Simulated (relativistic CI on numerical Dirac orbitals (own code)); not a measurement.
## Hyperfine structure of La2+, mass number 138

Calculated at this level of theory: Dirac-Coulomb-Breit CI, orbitals from a KLI potential per configuration, model QED (radiative potential, 1s self-energy scaled to tabulated hydrogen-like ionisation energies), valence Slater integrals scaled by 0.85, P86 correlation energy added to each configuration (own radial code, finite nucleus).

Configurations in the expansion (outside the closed core [Kr] 4d10 5s2): 5p⁶5d, 5p⁶4f, 5p⁶6s, 5p⁶6p, 5p⁶5f, 5p⁶5g, 5p⁶7s, 5p⁶6d, 5p⁶7p, 5p⁶8s, 5p⁶7d, 5p⁵5d², 5p⁶6f, 5p⁶8p. Double excitations out of closed p, d and f shells are left out; levels of such configurations are missing from the list, as are those of other unlisted configurations, and high levels can miss mixing partners.

Nuclear spin I = 5, μ = 3.7084 μN, Q = 0.39 b (tables of Stone and Pyykkö). The electronic factors are computed for point nuclear moments, without core polarisation; leaving it out makes A of s and p electrons in near-neutral atoms 20 to 40 % too small, and it can dominate for d and f shells.

```
       Level   E (eV)  A (MHz)  B (MHz)
 5p⁶5d ²D3/2   0.0000    323.8      111
 5p⁶5d ²D5/2   0.1588      131      143
5p⁶4f ²F°5/2   1.3242    310.9      167
5p⁶4f ²F°7/2   1.4987    166.3      189
 5p⁶6s ²S1/2   1.9129     6985         
5p⁶6p ²P°1/2   5.2582     1535         
5p⁶6p ²P°3/2   5.6029    221.6      227
 5p⁶6d ²D3/2  10.0802    62.72     21.5
```

Levels with J = 0, under 50 % of one LS term, or S terms without an open s electron are left out. Small factors come from cancelling terms and can be off by tens of per cent or more.

Correlation outside the listed configurations is missing or only estimated: errors of thousands of cm⁻¹ between configurations and terms are usual at this charge. Rates and lifetimes follow the computed energies and can be off by large factors. The fine structure of a lone outer electron comes out too small, for d and f at times inverted, and misplaced configurations move strength between like terms. 14 of the 31 excited levels that our extract of the measured tables holds in this range could be paired (the sources list more); they are missed by 897 cm⁻¹ on average and 1837 at most, and levels without a partner can miss by more.

Task: Give the hyperfine levels of 5p⁶5d ²D3/2 relative to its centre of gravity.

Result: With K = F(F + 1) − I(I + 1) − J(J + 1), E = AK/2 + B[¾K(K + 1) − I(I + 1)J(J + 1)]/[2I(2I − 1)J(2J − 1)]: F = 7/2: -2866, F = 9/2: -1481, F = 11/2: 279.3, F = 13/2: 2456 MHz.
